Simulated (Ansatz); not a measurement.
`O[CH2][In]([F])[F]` + `C[NH][InH][CH3]` → `C[NH][In]([F])[F]` + `[CH3][InH][CH2]O`  (redistribution)

Isolated molecules relaxed with PBE0-D4/def2-TZVP in Ansatz; ΔE leaves out vibrations. CBS: MP2 limit from def2 TZ/QZ plus the TZ coupled-cluster correction, frozen cores. DFT in def2-TZVPP. Elements past krypton have def2 core potentials. For In outer-core shells are correlated without core-valence functions, which leaves a few kJ/mol of doubt a bond. Each species was taken in one conformer, which may not be the lowest.

Task: Is it downhill or uphill in electronic energy at CCSD(T)/CBS, and by how much? (An estimate is asked.)

Result: The calculation gave: Uphill: ΔE = +39.9 kJ/mol.

Task: What do these levels give: ωB97X-V, B2PLYP, PBE0, HF/def2-QZVPP, HF/CBS(def2), MP2/CBS(def2)? (Best estimate.)

Result: The calculation gave: ωB97X-V 36.8, B2PLYP 43.7, PBE0 43.8, HF/def2-QZVPP 23.3, HF/CBS(def2) 23.2, MP2/CBS(def2) 41.9 kJ/mol.

Largest T1 diagnostic among the species: 0.016.

In def2-TZVPP, CCSD(T) changes the Hartree–Fock value by +14.0 kJ/mol (the triples alone add +2.9 kJ/mol) and MP2 by +16.0 kJ/mol. From PBE to PBE0 (25 % exact exchange), in def2-TZVPP and without D4, ΔE moves by −8.7 kJ/mol.
